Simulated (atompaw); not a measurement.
## Before and after: PAW (atompaw) potential for molybdenum

atompaw 4.2.0.5 input, output lines left out:

```
Mo 42
GGA-PBESOL loggrid 1500 logderivrange -4 5 226
5 5 4 0 0 0
5 0 0
5 1 0
4 2 3
0 0 0
c
c
c
c
v
c
c
c
v
c
v
2
2.50 1.95 2.35 2.45
y
1.15
n
y
3.7
n
y
-1.95
n
custom polynom2 7 10 vanderbiltortho sinc
bessel
2.50
2.50
2.50
2.50
2.50
2.30
```

Change: local potential bessel scheme, radius 1.56 bohr.

Cutoffs: the cutoffs (Ry, on a coarse ladder) from which the occupation-weighted sum of valence levels, in a spherical-Bessel basis at the reference potential, stays within 10 and 1 mRy of its value at 400 Ry; they do not see the model core or the augmentation charge, which bear on the density cutoff.

**Question.** What does the change do?

**Answer.** The potential gets neither clearly harder nor softer (30 Ry and 70 Ry → 30 Ry and 70 Ry); the range in which the s phases agree narrows (upper end 2.4 → -0.7); the range in which the d phases agree narrows (upper end at the end of the scan → -0.6); neither file shows a bound ghost.

| quantity | base | changed |
| --- | --- | --- |
| cutoff, loose | 30 Ry | 30 Ry |
| cutoff, tight | 70 Ry | 70 Ry |
| bound ghosts | none | none |
| s: phases at 2.51 bohr within 0.05 rad from the reference energy up to (Ry; the scan ends near 5) | 2.4 | -0.7 |
| p: phases at 2.51 bohr within 0.05 rad from the reference energy up to (Ry; the scan ends near 5) | to the end of the scan | n/a |
| d: phases at 2.51 bohr within 0.05 rad from the reference energy up to (Ry; the scan ends near 5) | to the end of the scan | -0.6 |
| lowest overlap eigenvalue by channel | s 0.51, p 1.00, d 0.63 | s 0.48, p 1.00, d 0.59 |

 The cutoffs see the waves, projectors and local potential, not the compensation charge or the core.
